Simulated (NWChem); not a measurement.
Species: diethyl sulfide (C₄H₁₀S); SMILES CCSCC

```xyz
15

C     -0.2997     2.5499    -0.0904
C     -0.5980     1.1072     0.2759
S      0.8498     0.0696    -0.0852
C      0.2748    -1.5458     0.5096
C     -0.7682    -2.2195    -0.3643
H      0.5572     2.9364     0.4822
H     -1.1694     3.1903     0.1224
H     -0.0614     2.6468    -1.1607
H     -0.8369     1.0197     1.3493
H     -1.4689     0.7412    -0.2913
H     -0.0822    -1.4311     1.5470
H      1.1902    -2.1564     0.5609
H     -0.3969    -2.3427    -1.3925
H     -1.6999    -1.6352    -0.4117
H     -1.0244    -3.2153     0.0329
```
Atoms are numbered in this order, from 1.

Results from NWChem. All runs use the structure optimised with PBE0/def2-SVP. Level: M06-2X/def2-SVP with SMD (1 M gas to 1 M solution), gas-phase geometry.

**Question.** Order these by “solvation free energy (kcal/mol)”, lowest first: cyclohexane; 2-propanol; 1,4-dioxane; water.

**Answer.** 2-propanol (-4.7), cyclohexane (-4.0), 1,4-dioxane (-2.9), water (-0.1)
